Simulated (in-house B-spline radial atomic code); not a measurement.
How numerical settings move a run on Ar III (Ar2+), [Ne] 3s2 3p4. Computed with a B-spline radial code for spherical atoms: Dirac-Kohn-Sham LDA VWN5, spherical fractional occupations, Fermi nucleus of rms radius 3.4274 fm.

Command:
```bash
python run_scf.py task.json out
```
Settings of the sound reference run:
```
Z                18
electrons        16
configuration    [Ne] 3s2 3p4
hamiltonian      dirac
method           lda,vwn
spin_polarised   False
nucleus          fermi
rms_radius       3.4274
mass_number      40
atomic_mass      39.96238
speed_of_light   137.036
knot_spacing     0.22
spline_order     8
gauss_points     12
box_radius       22.22
max_iterations   70
damping          0.5
damped_steps     3
diis_vectors     10
tolerance        1e-08
start            Thomas-Fermi
```

Run time, properties included: 1 s on 1 thread of Intel(R) Xeon(R) Platinum 8259CL CPU @ 2.50GHz, with other jobs on the host.

It converges in 9 iterations to -526.166995 hartree, with 3p3/2 at -35.4205 eV. The other runs change the listed settings, some to values that make no sense; their results aren't properties of the atom or ion. Radii are in bohr (the nuclear one in fm), a minus after a letter asks for a j subshell, and «unchanged» means within 1e-8 hartree. The run stops when the residual is below 10 × tolerance × max(1, Z/10), or a noise floor if that is larger, and the energy moves by less than 1e-8 × √|E| hartree; so very loose and very tight tolerances often act alike.

| changed settings | outcome |
| --- | --- |
| method = tpss,tpss | stopped with error: meta-GGAs are not served with the Dirac Hamiltonian |
| box_radius = 1.33 | converged in 7 iterations, energy +2.29e+01 hartree from the reference, 3p3/2 level +1.4e+02 eV (the program warns: 3p3/2 has a positive eigenvalue: unbound, held by the box; 3s1/2 has a positive eigenvalue: unbound, held by the box) |
| damping = 0.2 | converged in 8 iterations, energy unchanged, 3p3/2 level +5.0e-06 eV |
| electrons = 24, configuration = [Ne] 3s2 3p4 5s2 5p6, max_iterations = 75 | converged in 11 iterations to -525.6705 hartree, a different physical problem (warning: 5s1/2 has a positive eigenvalue: unbound, held by the box) |
| box_radius = 3.33 | converged in 8 iterations, energy +1.20e-01 hartree from the reference, 3p3/2 level +2.2e+00 eV (the program warns: 3p3/2 reaches the box edge; 3s1/2 reaches the box edge) |
| spline_order = 10, max_iterations = 50, damping = 0.8 | converged in 9 iterations, energy unchanged, 3p3/2 level +8.1e-06 eV |
| first_knot = 0.0556, max_iterations = 100, start = bare nucleus | converged in 9 iterations, energy +7.75e-02 hartree from the reference, 3p3/2 level +1.5e-02 eV |
| damping = 0.95 | converged in 10 iterations, energy unchanged, 3p3/2 level -1.4e-06 eV |
| first_knot = 0.000556, max_iterations = 5, damped_steps = 8, tolerance = 1e-06 | not converged after 5 iterations, last residual 2.8e-03, last energy +2.47e-04 hartree from the reference |
| box_radius = 4.44 | converged in 9 iterations, energy +6.60e-03 hartree from the reference, 3p3/2 level +2.0e-01 eV (the program warns: 3p3/2 reaches the box edge; 3s1/2 reaches the box edge) |
| max_iterations = 5 | not converged after 5 iterations, last residual 5.2e-03, last energy +8.91e-04 hartree from the reference |
| box_radius = 2.22 | converged in 8 iterations, energy +2.03e+00 hartree from the reference, 3p3/2 level +2.0e+01 eV (the program warns: 3p3/2 reaches the box edge; 2s1/2 reaches the box edge) |
| max_iterations = 3 | not converged after 3 iterations, last residual 3.8e-02, last energy +5.01e-02 hartree from the reference |
| box_radius = 0.89 | converged in 7 iterations, energy +9.82e+01 hartree from the reference, 3p3/2 level +5.1e+02 eV (the program warns: 3p3/2 has a positive eigenvalue: unbound, held by the box; 3s1/2 has a positive eigenvalue: unbound, held by the box) |

(1) What happens with damping = 0?

(2) What happens with box_radius = 6.67?

(3) What happens with max_iterations = 2?

(4) What happens with knot_spacing = 0.55, gauss_points = 16, box_radius = 0.89, max_iterations = 75?

## Answers

(1) Converged in 9 iterations, energy unchanged, 3p3/2 level -7.3e-07 eV.

(2) Converged in 9 iterations, energy +1.33e-05 hartree from the reference, 3p3/2 level +8.0e-04 eV (the program warns: 3p3/2 reaches the box edge; 3s1/2 reaches the box edge).

(3) Not converged after 2 iterations, last residual 1.4e-01, last energy +6.10e-01 hartree from the reference.

(4) Converged in 7 iterations, energy +9.84e+01 hartree from the reference, 3p3/2 level +5.1e+02 eV (the program warns: 3p3/2 has a positive eigenvalue: unbound, held by the box; 3s1/2 has a positive eigenvalue: unbound, held by the box).
